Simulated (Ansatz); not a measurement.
Reaction (ligand exchange at a B–C bond): `NBC[SiH2]Cl` + `CBN` → `CBNBN` + `C[SiH2]Cl`

Gas-phase electronic energies from Ansatz, PBE0-D4/def2-TZVP geometries. CCSD(T)/CBS adds triple-zeta CCSD(T) − MP2 to the extrapolated MP2 energy (def2 sets, frozen cores). DFT in def2-TZVPP. One conformer a species, not always the lowest.

CCSD(T)/CBS gives -15.1 kcal/mol.

(1) Another level gave -15.9 kcal/mol. Which?
A. PBE-D4/def2-TZVPP
B. PBE0/def2-TZVPP
C. B2PLYP/def2-TZVPP
D. HF/def2-TZVPP

Largest T1 diagnostic among the species: 0.012.

## Answers

(1) C. B2PLYP -15.9, HF/def2-TZVPP -18.3, PBE-D4 -13.7, PBE0 -14.8 kcal/mol.

The D4 term adds +1.0 kcal/mol with B3LYP and +0.6 kcal/mol with PBE0; it sums over pairs of atoms, weighted by their polarisabilities, and B3LYP, whose exchange is more repulsive, gets the larger term. In def2-TZVPP, CCSD(T) changes the Hartree–Fock value by +3.3 kcal/mol (the triples alone add +0.4 kcal/mol) and MP2 by +3.4 kcal/mol.

B3LYP here is the variant with VWN-RPA as its local correlation; programs differ in this.
